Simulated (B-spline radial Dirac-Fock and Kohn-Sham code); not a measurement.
## Kohn-Sham estimates against Dirac-Fock for the levels of Fe

System: the free iron atom, [Ar] 3d6 4s1 4p1 (not the ground configuration).

The density-functional columns are spherical, spin-unpolarised Dirac-Kohn-Sham results without Breit or QED terms: −ε is minus the orbital energy of the initial state and ΔSCF the difference of two total energies. The reference in the last column comes from Dirac-Fock (average of configuration) total-energy differences with a finite nucleus, the Breit interaction including its frequency dependence, and self-energy and vacuum-polarisation corrections. All numbers are from a radial B-spline solver, in eV; a selection of levels is shown. For the 1s level of heavy atoms much of the gap between ΔSCF and the reference is the Breit and QED part, -11.4 eV here; for other levels the error of the functional can be larger.

```
level  LDA −ε  LDA ΔSCF  Dirac-Fock
    K  6983.4    7137.1      7125.7
   L1   819.3     842.3       863.5
   L2   707.8     735.8       736.1
   L3   695.3     722.9       723.9
   M2   62.69     70.23       72.31
   M3   61.14     68.63       70.81
 M4,5    9.43     15.98       13.32
   N1    6.56      9.93        8.66
 N2,3    2.25      4.80        4.09
```

Values without a named source are computed, but for edge energies of neutral atoms, which are taken from tables.
